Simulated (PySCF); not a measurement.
Compound: C₆H₁₁B.
SMILES: `[C@@H]1(B)C[C@H]1C1CC1`

Torsions of this conformer, `[BH2:1][C@@H:2]1[CH2:3][C@H:4]1[CH:5]1[CH2:6][CH2:7]1`: C3–C4–C5–C6 -116°.

The closed-shell ground state was solved at several levels (PySCF, density fitting, gas phase, non-relativistic). The structure is a single PBE0-D3(BJ)/def2-SVP conformer in the gas phase; no vibrational or solvent corrections.

| level | basis functions | HOMO (eV) | LUMO (eV) | gap (eV) | dipole (D) |
| --- | --- | --- | --- | --- | --- |
| PBE0/pcSseg-1 | 174 | -7.43 | -1.00 | 6.43 | 1.54 |
| B3LYP/pcJ-1 | 299 | -7.19 | -1.21 | 5.98 | 1.57 |

What might wB97X-D/def2-SVPD (228 basis functions) give for the same quantities?

HOMO -9.24 eV, LUMO 0.85 eV, gap 10.09 eV, dipole 1.44 D.

Over all these levels, which gives the widest orbital gap and which the narrowest?

wB97X-D/def2-SVPD (range-separated hybrid) has the widest, 10.09 eV, and B3LYP/pcJ-1 (global hybrid, 20 % exact exchange) the narrowest, 5.98 eV. Functional and basis both differ between the two, so the spread mixes both effects.

How far do the dipole and the HOMO energy spread over the levels?

The dipole runs from 1.44 to 1.57 D (mean 1.51 D) and the HOMO from -9.24 to -7.19 eV.
